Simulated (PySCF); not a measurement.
Compound: AsH₈NSi₂.
Geometry (PBE0-D3(BJ)/def2-SVP, Å), atoms numbered from 1 in this order:
```
atom  x, y, z in Å
N1     1.944    0.604    0.794
Si2    1.271   -0.707   -0.110
As3   -0.537   -0.053   -1.533
Si4   -1.915    0.464    0.316
H5     1.441    0.967    1.597
H6     2.439    1.347    0.314
H7     2.333   -1.262   -1.002
H8     0.813   -1.742    0.865
H9    -1.081   -1.475   -1.646
H10   -3.318    0.710   -0.135
H11   -1.386    1.722    0.931
H12   -1.922   -0.600    1.368
```

The calculation used PySCF 2.14.0, PBE0-D3(BJ)/def2-SVP geometry optimisation, gas phase.

Masses are those of the commonest isotopes; rigid-rotor values at the optimised geometry. The values belong to one conformer with, in the numbering `[NH2:1][SiH2:2][AsH:3][SiH3:4]`, H–N1–Si2–As3 76° and -67°, N1–Si2–As3–Si4 -67°.

**Question.** What are A, B and C (GHz)?

**Answer.** Ia = 159.60, Ib = 290.83, Ic = 398.95 u·Å²; 505379 MHz·u·Å²/I gives 3166, 1738 and 1267 MHz, that is A = 3.1665, B = 1.7377, C = 1.2668 GHz.

**Question.** Classify the top.

**Answer.** An asymmetric top: κ = (2 × 1738 − 3166 − 1267)/(3166 − 1267) = -0.50.

**Question.** What does the inertial defect say?

**Answer.** Not planar: Δ = Ic − Ia − Ib = -51.49 u·Å². For a rigid frame Δ = −2 Σ m c², so Σ m c² = 25.75 u·Å² lies off the ab plane: 11.26 from hydrogen and 14.48 from heavier atoms. The atom farthest from that plane is 1.82 Å away.

**Question.** List the rotational levels J(Ka,Kc) to J = 5 (cm⁻¹).

**Answer.** Above 0(0,0):
J = 1: 1(0,1) 0.1002, 1(1,1) 0.1479, 1(1,0) 0.1636
J = 2: 2(0,2) 0.2974, 2(1,2) 0.3326, 2(1,1) 0.3797, 2(2,1) 0.5227, 2(2,0) 0.5260
J = 3: 3(0,3) 0.5857, 3(1,3) 0.6078, 3(1,2) 0.7016, 3(2,2) 0.8234, 3(2,1) 0.8389, 3(3,1) 1.1028, 3(3,0) 1.1032
J = 4: 4(0,4) 0.9599, 4(1,4) 0.9718, 4(1,3) 1.1259, 4(2,3) 1.2217, 4(2,2) 1.2639, 4(3,2) 1.5091, 4(3,1) 1.5121, 4(4,1) 1.8930, 4(4,0) 1.8930
J = 5: 5(0,5) 1.4173, 5(1,5) 1.4230, 5(1,4) 1.6473, 5(2,4) 1.7155, 5(2,3) 1.8010, 5(3,3) 2.0177, 5(3,2) 2.0291, 5(4,2) 2.4013, 5(4,1) 2.4018, 5(5,1) 2.8942, 5(5,0) 2.8942
The levels of one J sum to (2J + 1)J(J + 1)(A + B + C)/3.

**Question.** Predict some low-J microwave lines.

**Answer.** The dipole components are |μa| = 0.56 D, |μb| = 0.81 D, |μc| = 0.59 D. Intensities carry the squares of the components, which stand as 0.47 : 1.00 : 0.52 (a : b : c). Some lines, for components of 0.1 D or more:

```csv
type,branch,"J(Ka,Kc)",MHz,lower level (cm⁻¹)
c,Q,"4(1,4) ← 4(0,4)",358,0.960
b,Q,"3(1,2) ← 3(0,3)",3474,0.586
a,R,"2(1,2) ← 1(1,1)",5538,0.148
a,R,"2(0,2) ← 1(0,1)",5910,0.100
c,R,"2(1,1) ← 1(0,1)",8380,0.100
a,R,"3(0,3) ← 2(0,2)",8645,0.297
b,R,"2(2,1) ← 1(1,0)",10766,0.164
c,Q,"5(4,2) ← 5(3,2)",11160,2.029
b,Q,"4(4,0) ← 4(3,1)",11419,1.512
a,R,"4(3,2) ← 3(3,1)",12181,1.103
a,R,"4(3,1) ← 3(3,0)",12258,1.103
b,Q,"5(5,0) ← 5(4,1)",14764,2.402
a,R,"5(4,2) ← 4(4,1)",15240,1.893
b,R,"4(2,3) ← 3(1,2)",15590,0.702
```

**Question.** Estimate the classical rotational partition function at 25 K, 200 K and 298.15 K.

**Answer.** Point group C1, symmetry number σ = 1; q = (√π/σ)·√((kT/h)³/(ABC)), k/h = 20836.6 MHz/K: 7980 at 25 K, 181000 at 200 K, 329000 at 298.15 K.

Whether it is a minimum is left open (no frequencies). These are rigid-rotor constants of the computed structure; measured ground-state constants (B0) also hold zero-point vibration. A rigid rotor knows nothing of inversion at nitrogen or internal rotation, which can split or shift real lines. Quadrupole hyperfine structure (14N, 75As) is left out.

On one thread of an Arm Neoverse V1, shared host with 32 logical CPUs at a one-minute load of 26, this took 69 s wall and 0.53 GiB of memory at its peak. That covers the optimisation of the geometry.
